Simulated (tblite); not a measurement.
Record of a relaxation.

Species: C₄H₁₃BrSi₂.
Numbering: `[CH3:1][SiH:2]([CH3:3])[CH2:4][C@@H:5]([SiH3:6])[Br:7]` (hydrogens: H8, H9, H10 on C1; H11 on Si2; H12, H13, H14 on C3; H15, H16 on C4; H17 on C5; H18, H19, H20 on Si6)

Computed with GFN2-xTB (tblite), gas phase: L-BFGS steps from a force-field or distance-geometry start until the largest atomic force falls under 0.01 eV/Å. 7 of its 183 geometries are shown.

Step 0: E = -617.4884 eV, largest atomic force 1.981 eV/Å
```
atom  x, y, z in Å  |  force x, y, z in eV/Å
C1     -2.015    0.334    1.692    0.288   0.465   1.003
Si2    -1.171   -0.475    0.222   -0.750  -1.314   0.898
C3     -2.204   -0.101   -1.262   -1.401   0.334  -0.887
C4      0.515    0.263    0.139    0.858   1.009   0.799
C5      1.559   -0.601   -0.505   -0.232   0.919  -1.739
Si6     3.135    0.396   -0.451    1.722   0.416   0.782
Br7     1.798   -2.320    0.279   -0.112  -0.561   0.120
H8     -2.279   -0.453    2.426   -0.283   0.736  -0.451
H9     -1.272    0.987    2.223   -0.939  -0.360  -0.427
H10    -2.886    0.938    1.364    0.571  -0.542   0.644
H11    -1.154   -1.945    0.449    0.086   0.259  -0.107
H12    -1.665   -0.217   -2.214   -0.501   0.136   0.352
H13    -3.080   -0.800   -1.235    0.764   0.691  -0.337
H14    -2.623    0.935   -1.167    0.418  -0.918  -0.418
H15     0.484    1.226   -0.428    0.065  -0.562   0.432
H16     0.884    0.506    1.172   -0.412  -0.050  -0.699
H17     1.292   -0.680   -1.587   -0.059  -0.697   0.673
H18     2.910    1.681    0.223   -0.064  -0.027  -0.102
H19     4.078   -0.337    0.414   -0.049   0.116  -0.230
H20     3.691    0.673   -1.757    0.031  -0.050  -0.306
```

Step 30: E = -618.0614 eV, largest atomic force 0.114 eV/Å
```
atom  x, y, z in Å  |  force x, y, z in eV/Å
C1     -2.108    0.306    1.791   -0.014  -0.008  -0.018
Si2    -1.255   -0.499    0.291    0.085  -0.016  -0.032
C3     -2.204   -0.112   -1.317    0.003   0.008   0.020
C4      0.504    0.285    0.225   -0.010   0.018   0.003
C5      1.594   -0.464   -0.526   -0.076   0.033   0.016
Si6     3.308    0.420   -0.502   -0.034  -0.023  -0.008
Br7     1.842   -2.276    0.234   -0.034   0.023   0.002
H8     -2.425   -0.455    2.496   -0.023   0.036   0.037
H9     -1.450    0.989    2.320   -0.034  -0.008  -0.001
H10    -2.991    0.862    1.494   -0.026   0.013   0.013
H11    -1.242   -1.956    0.485    0.095   0.008  -0.032
H12    -1.629   -0.319   -2.216    0.018  -0.014   0.065
H13    -3.106   -0.717   -1.363    0.014   0.040  -0.018
H14    -2.509    0.931   -1.356    0.022  -0.017  -0.011
H15     0.415    1.271   -0.245    0.038  -0.035  -0.034
H16     0.845    0.482    1.246    0.014  -0.110  -0.027
H17     1.275   -0.670   -1.551   -0.044   0.024   0.048
H18     3.115    1.750    0.073   -0.022   0.029   0.002
H19     4.250   -0.347    0.303    0.011   0.003   0.021
H20     3.766    0.527   -1.885    0.018  -0.005  -0.048
```

Step 61: E = -618.1436 eV, largest atomic force 0.107 eV/Å
```
atom  x, y, z in Å  |  force x, y, z in eV/Å
C1     -2.332    0.277    1.790    0.029   0.007  -0.035
Si2    -1.210   -0.508    0.461   -0.018   0.032   0.001
C3     -1.888   -0.062   -1.265   -0.024  -0.024  -0.036
C4      0.573    0.211    0.503   -0.011  -0.015  -0.045
C5      1.492   -0.407   -0.537    0.010  -0.008  -0.008
Si6     3.192    0.454   -0.737    0.035   0.008   0.054
Br7     1.863   -2.298   -0.107   -0.014  -0.015  -0.002
H8     -2.659   -0.472    2.505    0.058   0.041   0.008
H9     -1.842    1.073    2.344   -0.017  -0.048  -0.028
H10    -3.228    0.692    1.337    0.059   0.011   0.011
H11    -1.173   -1.965    0.668   -0.003   0.038  -0.048
H12    -1.336   -0.552   -2.061    0.033  -0.029  -0.004
H13    -2.924   -0.366   -1.372   -0.039  -0.008   0.034
H14    -1.842    1.010   -1.452    0.003  -0.018   0.042
H15     0.536    1.281    0.271   -0.053  -0.008   0.093
H16     1.021    0.122    1.496   -0.018  -0.019  -0.082
H17     0.984   -0.468   -1.502   -0.023   0.039   0.047
H18     2.959    1.889   -0.573    0.005   0.034  -0.045
H19     4.098   -0.041    0.292    0.001   0.002   0.062
H20     3.710    0.139   -2.065   -0.013  -0.021  -0.019
```

Step 91: E = -618.1913 eV, largest atomic force 0.091 eV/Å
```
atom  x, y, z in Å  |  force x, y, z in eV/Å
C1     -2.227    0.332    1.780   -0.013  -0.013   0.010
Si2    -1.234   -0.553    0.417    0.024  -0.042   0.043
C3     -1.938   -0.104   -1.297    0.036  -0.040   0.073
C4      0.561    0.113    0.531   -0.012  -0.006  -0.049
C5      1.467   -0.366   -0.585    0.050  -0.043  -0.018
Si6     3.170    0.503   -0.673    0.021   0.012  -0.018
Br7     1.840   -2.296   -0.375   -0.007   0.010  -0.001
H8     -2.490   -0.350    2.581    0.015  -0.020   0.013
H9     -1.667    1.151    2.222   -0.012   0.011   0.002
H10    -3.153    0.739    1.389   -0.022   0.007  -0.014
H11    -1.240   -2.013    0.606   -0.025   0.056  -0.007
H12    -1.419   -0.626   -2.096   -0.008   0.012  -0.002
H13    -2.985   -0.382   -1.360   -0.002   0.023  -0.014
H14    -1.863    0.964   -1.489   -0.015  -0.017  -0.020
H15     0.539    1.205    0.480   -0.001   0.038   0.000
H16     1.007   -0.137    1.496   -0.011  -0.003  -0.015
H17     0.946   -0.315   -1.542    0.025   0.049  -0.002
H18     2.910    1.938   -0.812   -0.006  -0.006  -0.009
H19     3.895    0.230    0.566   -0.030  -0.027  -0.008
H20     3.876   -0.022   -1.841   -0.006  -0.002   0.038
```

Step 121: E = -618.2065 eV, largest atomic force 0.022 eV/Å
```
atom  x, y, z in Å  |  force x, y, z in eV/Å
C1     -2.214    0.313    1.806   -0.003  -0.002   0.001
Si2    -1.222   -0.539    0.421   -0.008   0.008   0.019
C3     -1.975   -0.148   -1.283   -0.001  -0.005   0.003
C4      0.554    0.182    0.463   -0.006   0.002   0.003
C5      1.459   -0.286   -0.659    0.000   0.007   0.002
Si6     3.219    0.462   -0.608    0.002  -0.010  -0.018
Br7     1.696   -2.245   -0.580    0.006   0.006   0.001
H8     -2.340   -0.350    2.655    0.013   0.009   0.003
H9     -1.728    1.215    2.167   -0.015   0.003  -0.016
H10    -3.205    0.587    1.461    0.000   0.000   0.002
H11    -1.200   -1.990    0.646   -0.005  -0.006  -0.005
H12    -1.485   -0.710   -2.073    0.000   0.002  -0.009
H13    -3.028   -0.411   -1.307   -0.008  -0.005  -0.004
H14    -1.895    0.908   -1.527    0.003   0.001  -0.002
H15     0.503    1.273    0.392    0.007  -0.002   0.013
H16     1.021   -0.040    1.425    0.011  -0.008  -0.011
H17     0.977   -0.122   -1.623    0.001  -0.005   0.000
H18     3.079    1.907   -0.806    0.002   0.001   0.019
H19     3.776    0.150    0.706    0.005   0.003  -0.004
H20     4.003   -0.143   -1.680   -0.001   0.002   0.002
```

Step 152: E = -618.2330 eV, largest atomic force 0.083 eV/Å
```
atom  x, y, z in Å  |  force x, y, z in eV/Å
C1     -2.233    0.364    1.754   -0.025   0.071   0.034
Si2    -1.217   -0.539    0.428    0.002  -0.022   0.013
C3     -1.978   -0.178   -1.276   -0.008   0.008  -0.014
C4      0.572    0.154    0.501    0.034  -0.029  -0.037
C5      1.455   -0.243   -0.666    0.020   0.010  -0.032
Si6     3.245    0.430   -0.578   -0.012  -0.017   0.055
Br7     1.630   -2.211   -0.766   -0.023   0.039   0.007
H8     -1.962    0.040    2.754    0.014   0.016   0.003
H9     -2.092    1.442    1.708   -0.025  -0.067   0.012
H10    -3.293    0.166    1.626    0.046  -0.001   0.000
H11    -1.216   -1.985    0.687    0.005  -0.005   0.013
H12    -1.495   -0.744   -2.066    0.016   0.003  -0.011
H13    -3.029   -0.449   -1.283    0.000  -0.009  -0.011
H14    -1.914    0.877   -1.528    0.017   0.011  -0.027
H15     0.544    1.248    0.523    0.008  -0.033  -0.002
H16     1.050   -0.159    1.433   -0.022   0.011  -0.012
H17     0.977    0.020   -1.611   -0.029  -0.007   0.019
H18     3.152    1.890   -0.538    0.002   0.026   0.001
H19     3.827   -0.093    0.658    0.006   0.007  -0.040
H20     3.974   -0.018   -1.761   -0.025  -0.014   0.027
```

Step 182: E = -618.2421 eV, largest atomic force 0.009 eV/Å
```
atom  x, y, z in Å  |  force x, y, z in eV/Å
C1     -2.239    0.386    1.756    0.003   0.007   0.000
Si2    -1.223   -0.535    0.441   -0.003  -0.002   0.005
C3     -1.941   -0.202   -1.290    0.000  -0.002   0.003
C4      0.570    0.145    0.519   -0.002   0.000   0.002
C5      1.429   -0.199   -0.680   -0.005  -0.001   0.000
Si6     3.237    0.414   -0.560   -0.004   0.002  -0.001
Br7     1.536   -2.158   -0.908   -0.001   0.003   0.002
H8     -1.800    0.285    2.743    0.003  -0.001  -0.004
H9     -2.321    1.447    1.538    0.003  -0.008  -0.001
H10    -3.246   -0.016    1.804   -0.003   0.004  -0.004
H11    -1.226   -1.976    0.730    0.003  -0.001   0.003
H12    -1.444   -0.799   -2.049    0.000   0.002   0.001
H13    -2.996   -0.455   -1.322   -0.003  -0.003  -0.001
H14    -1.847    0.844   -1.572    0.006  -0.001  -0.004
H15     0.552    1.236    0.596    0.001  -0.004   0.004
H16     1.056   -0.217    1.428    0.001   0.002  -0.004
H17     0.946    0.139   -1.597   -0.002   0.004  -0.001
H18     3.196    1.874   -0.458    0.001  -0.004   0.000
H19     3.815   -0.183    0.642    0.000  -0.003   0.000
H20     3.940   -0.020   -1.764    0.003   0.005  -0.001
```

**Question.** Summarise the path.

**Answer.** The energy falls by 72.72 kJ/mol from step 0 to step 182; nine tenths of that is first reached at step 73. It falls at every step. The largest force goes from 1.981 to 0.009 eV/Å. Among the bonds Si2–C4 changes most, from 1.842 to 1.919 Å; the atoms move by 0.746 Å rms after alignment.

**Question.** Follow the three bonds and two angles with the largest change from start to end.

**Answer.** 
```csv
step,E above end (kJ/mol),largest force (eV/Å),Si2–C4 (Å),C5–Br7 (Å),Si2–C3 (Å),C4–C5–Si6 (°),Br7–C5–H17 (°)
0,72.72,1.981,1.842,1.904,1.846,105.5,111.4
8,24.24,0.255,1.908,1.966,1.903,108.6,102.6
16,19.74,0.114,1.917,1.984,1.903,111.5,103.5
24,18.74,0.097,1.921,1.984,1.902,112.8,102.6
32,17.04,0.119,1.923,1.984,1.906,114.5,102.9
40,15.02,0.095,1.927,1.982,1.905,115.4,103.6
47,14.13,0.116,1.922,1.977,1.901,116.1,102.8
55,11.93,0.141,1.920,1.977,1.910,115.0,104.6
63,9.12,0.094,1.921,1.974,1.909,114.7,103.0
71,7.59,0.097,1.919,1.977,1.901,116.2,103.8
79,5.83,0.072,1.919,1.971,1.903,116.7,103.7
87,5.19,0.051,1.918,1.974,1.904,115.3,103.6
95,4.58,0.047,1.917,1.973,1.905,114.7,103.7
103,4.26,0.041,1.918,1.972,1.904,114.1,103.7
111,3.74,0.054,1.919,1.977,1.904,113.8,103.9
119,3.46,0.025,1.917,1.974,1.903,114.0,103.7
127,3.37,0.038,1.920,1.975,1.904,114.4,103.7
135,3.02,0.070,1.917,1.978,1.903,114.4,103.7
142,1.98,0.124,1.915,1.975,1.903,114.5,103.6
150,1.06,0.074,1.922,1.976,1.904,114.4,103.7
158,0.48,0.060,1.922,1.974,1.904,114.6,103.8
166,0.12,0.037,1.919,1.976,1.904,114.6,103.5
174,0.03,0.022,1.919,1.975,1.903,114.5,103.7
182,0.00,0.009,1.919,1.976,1.903,114.4,103.6
```

What follows is the cost of the whole relaxation. The run took 3.1 s on one thread of an Arm Neoverse N1 (shared host).
